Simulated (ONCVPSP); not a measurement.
# Scattering properties, ONCV potential for Hf

- Element: hafnium (Hf)
- Generator: ONCVPSP 4.0.1
- Type: optimised norm-conserving Vanderbilt (ONCV)
- Functional: LDA (Perdew-Wang 92)
- Relativity: scalar-relativistic
- Frozen core: [Kr] 4d10
- Valence charge: 26
- Reference configuration: 4f14 5s2 5p6 5d2 6s2
- Partial waves: 5s+6s: rc 1.85 bohr, ncon 4, nbas 9, qcut 8.5 1/bohr, 2 projectors; 5p: rc 2.00 bohr, ncon 4, nbas 7, qcut 5.8 1/bohr, 1 projector; 5d: rc 2.60 bohr, ncon 3, nbas 7, qcut 5 1/bohr, 2 projectors, debl 0.9 Ha; 4f: rc 0.70 bohr, ncon 4, nbas 8, qcut 22.4 1/bohr, 3 projectors, debl 2.8 Ha
- Local potential: polynomial inside 0.60 bohr (lpopt 3, dvloc0 0 Ha)
- Core correction: polynomial model core, fcfact 0.4

The phase is arctan(r·R′/R) of the radial function R(r), unwrapped; energies in Ha, scanned from -4 to 5 Ha. A pole is an energy at which the radial function vanishes at the test radius. The pseudo phase is shifted by a multiple of π to meet the all-electron one at the reference energy, and phase errors are pseudo minus all-electron; the curves can meet again beyond the range given. Levels narrower than the energy grid can be missing from the lists of poles. Where the grid stepped over a known ghost or core level, its pole and its step of π were put in at the level’s energy.

For each channel, where are the poles, and over which energies does the pseudopotential scatter like the atom?

```tsv
channel	radius (bohr)	reference energy (Ha)	poles, all-electron	poles, pseudo	unbroken range about the reference energy with phases within 0.05 rad	phase error 1 Ha above the reference energy (rad)
s	1.88	-0.19	-2.15	-2.15	the whole range	-0.001
p	2.03	-1.31	-0.91	-0.91, 4.27	below 0.6	-0.007
d	2.64	-0.11	0.30, 3.53	-0.29, 0.30, 3.64	-0.3 to 4.7	+0.000
f	0.71	-0.63	4.47	4.47	the whole range	-0.000
```

Note: ghosts flagged at negative energy: s at -619.5 eV, p at -239.6 eV, d at -8.0 eV; no localised positive-energy state flagged. A true bound ghost makes a file unfit for plane-wave use.

Phases in the f channel:

```
E (Ha)  all-electron  pseudo
 -3.98         0.080   0.080
 -3.74        -0.016  -0.016
 -3.50        -0.116  -0.116
 -3.26        -0.218  -0.218
 -3.02        -0.321  -0.321
 -2.78        -0.421  -0.421
 -2.54        -0.518  -0.518
 -2.30        -0.609  -0.609
 -2.06        -0.695  -0.695
 -1.82        -0.774  -0.774
 -1.58        -0.847  -0.847
 -1.34        -0.913  -0.913
 -1.10        -0.973  -0.974
 -0.86        -1.028  -1.028
 -0.62        -1.078  -1.078
 -0.38        -1.123  -1.123
 -0.14        -1.164  -1.164
  0.10        -1.202  -1.202
  0.34        -1.236  -1.236
  0.58        -1.268  -1.268
  0.82        -1.297  -1.297
  1.06        -1.324  -1.324
  1.30        -1.349  -1.349
  1.54        -1.372  -1.372
  1.78        -1.394  -1.394
  2.02        -1.415  -1.415
  2.26        -1.434  -1.434
  2.50        -1.452  -1.452
  2.74        -1.469  -1.469
  2.98        -1.485  -1.485
  3.22        -1.500  -1.500
  3.46        -1.515  -1.515
  3.70        -1.529  -1.529
  3.94        -1.543  -1.543
  4.18        -1.556  -1.556
  4.42        -1.568  -1.568
  4.66        -1.581  -1.581
  4.90        -1.593  -1.593
```
